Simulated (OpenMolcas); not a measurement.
## O IV: effect of the active space

| Quantity | Value |
| --- | --- |
| Program | OpenMolcas |
| Method | MS-CASPT2 or its RAS form, IPEA 0.25 Eh, imaginary shift 0.1 Eh |
| Basis | ANO-RCC-VQZP |
| Scalar Hamiltonian | DKH2, point nucleus |
| Spin-orbit coupling | RASSI with atomic mean-field integrals over the reference wave functions, term energies averaged over their components |

A. 3 electrons in 4 orbitals (2s 2p); 2S+1 = 4 odd, 1 root; 2S+1 = 2 odd, 11 roots; 2S+1 = 4 even, 3 roots; 2S+1 = 2 even, 9 roots; closed shells correlated: 1s; CASPT2 step roughly 3 core-seconds
B. 3 electrons in 8 orbitals (2s 2p 3s 3p); 2S+1 = 4 odd, 1 root; 2S+1 = 2 odd, 11 roots; 2S+1 = 4 even, 3 roots; 2S+1 = 2 even, 9 roots; closed shells correlated: 1s; CASPT2 step about 10 core-seconds
C. 3 electrons in 9 orbitals (RAS2 2s 2p; RAS3 3d, at most 2 electrons); 2S+1 = 4 odd, 1 root; 2S+1 = 2 odd, 11 roots; 2S+1 = 4 even, 3 roots; 2S+1 = 2 even, 9 roots; closed shells correlated: 1s; CASPT2 step of the order of 19 core-seconds

Energies in cm⁻¹ above 2s² 2p ²P°_1/2, the measured ground level; measured values from Moore, Selected Tables of Atomic Spectra, NSRDS-NBS 3, section 10.

```csv
Level,A,B,C,Measured
2s² 2p ²P°_1/2,0.0,0.0,0.0,0.0
2s² 2p ²P°_3/2,355,376,352,386
2s 2p² ⁴P_1/2,70110,70280,70750,71440
2s 2p² ⁴P_3/2,70240,70410,70880,71570
2s 2p² ⁴P_5/2,70450,70620,71090,71756
2s 2p² ²D_3/2,126840,126810,127210,126950
2s 2p² ²D_5/2,126850,126820,127210,126936
2s 2p² ²S_1/2,164380,164670,165070,164366
2s 2p² ²P_1/2,182010,181560,181400,180481
2s 2p² ²P_3/2,182260,181820,181640,180724
2p³ ⁴S°_3/2,230580,230760,231170,231538
2p³ ²D°_3/2,255670,255950,255450,255185
2p³ ²D°_5/2,255680,255960,255460,255156
2p³ ²P°_1/2,290060,289650,290190,289015
2p³ ²P°_3/2,290070,289680,290210,289024
```

Deviations, from unrounded energies. A percentage is the sum of absolute deviations over the sum of measured energies, with the sign that they share, or ± where signs differ.

```
                  Against measurement  Levels     A     B     C
       mean absolute deviation (cm-1)      14   810   700   600
fine structure of the ground term (%)       1  -8.0  -2.5  -8.8
             other configurations (%)      13  ±0.5  ±0.4  ±0.4
```

C lies closest to measurement on these levels and A furthest from it. The largest miss of C in the table is 2p³ ²P°_3/2, by +1200 cm-1. The ranking rests on the paired levels alone, and a cruder setting can come out closer through cancelling errors.

The two smallest mean deviations differ by little beside CASPT2's spread within terms, so their order carries little weight.

Among A to C the level of the table that moves most is 2s 2p² ²S_1/2, by 680 cm-1 (lowest in A, highest in C). Moves below CASPT2's spread within the term are not significant.

Term energies are means over components that CASPT2 splits; among the terms shown or strongly mixed into the levels shown the widest spread is 420 cm-1 (2p³ ²D°, A). Active for correlation alone: 3p 3s; no level in the range computed is led by a configuration that fills them, so any true level of that kind is missing (holds for B). Active for correlation alone: 3d; no level in the range computed is led by a configuration that fills it, so any true level of that kind is missing (holds for C). Computed and measured levels are paired by configuration, term and J; levels that our copy of the source lacks, or whose pairing is in doubt (as where it misses far off the trend of its configuration), stay unpaired and out of the deviations. Only configurations of the active space appear.

° marks odd parity.
